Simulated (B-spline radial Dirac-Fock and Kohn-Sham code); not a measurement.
# Diagram lines of Hf²⁺

System: hafnium as Hf²⁺, configuration [Xe] 4f14 5d2.

Model: multi-electron Dirac-Fock with separately optimised hole states, Breit and Lamb-shift corrections added in first order. Program: a radial B-spline solver. A line energy is the difference of two single-hole energies; the list is a selection of electric-dipole transitions between resolved j subshells. The model has no electron correlation.

```tsv
line	energy (eV)	wavelength (Å)
Kβ2'	64954.0	0.19088
Kβ2''	64895.6	0.19105
Kβ1	63227.7	0.19609
Kβ3	62971.8	0.19689
Kα1	55779.9	0.22227
Kα2	54601.5	0.22707
Lγ4	11246.6	1.1024
Lγ3	10891.8	1.1383
Lγ2	10833.5	1.1445
Lγ1	10512.9	1.1794
Lγ5	10196.5	1.2159
Lβ7	9490.9	1.3063
Lβ2	9345.2	1.3267
Lβ15	9334.5	1.3282
Lβ3	9165.6	1.3527
Lβ1	9022.3	1.3742
Lβ6	9018.1	1.3748
Lβ4	8909.7	1.3916
Lη	8133.2	1.5244
Lα1	7898.5	1.5697
```

Values without a named source are computed, but for edge energies of neutral atoms, which are taken from tables.
